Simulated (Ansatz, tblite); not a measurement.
Cost and result up the ladder for (NaCl)2 ring (Na2Cl2) (4 atoms). Total charge 0; singlet. Geometry: B3LYP-D4/def2-TZVP.

| atom | x (Å) | y (Å) | z (Å) |
| --- | --- | --- | --- |
| Na1 | -1.1451 | -0.2395 | 1.0677 |
| Cl2 | 0.8048 | 1.3777 | 1.1723 |
| Na3 | 1.1451 | 0.2396 | -1.0677 |
| Cl4 | -0.8047 | -1.3777 | -1.1722 |

Ansatz on 4 threads of Intel Xeon on a shared host; xTB runs through tblite on one thread. Times are rough, summed over both states, and most runs start from the orbitals of an earlier one. PBE0-D4/def2-TZVP serves as the yardstick here, not as an exact answer. The other state is a triplet.

The xTB rows come from tblite.

xTB has no spin-polarisation term.

```
                            level  functions  vertical triplet (eV)  difference from PBE0-D4/def2-TZVP (eV)
                         GFN1-xTB         26                   6.96                                    1.48
                         GFN2-xTB         26                   4.00                                   -1.48
                PBE0-D4/def2-TZVP        138                   5.48                                    0.00
                 PBE-D4/def2-TZVP        138                   4.89                                   -0.58
r2SCAN-D4/def2-TZVP (with forces)        138                   5.35                                   -0.13
```

Task: Estimate how long each takes.

Result: GFN1-xTB 0.014 s; GFN2-xTB 0.014 s; PBE-D4/def2-TZVP 10 s; PBE0-D4/def2-TZVP 15 s; r2SCAN-D4/def2-TZVP (with forces) 22 s. On shared hardware such times vary by a factor of up to 3.
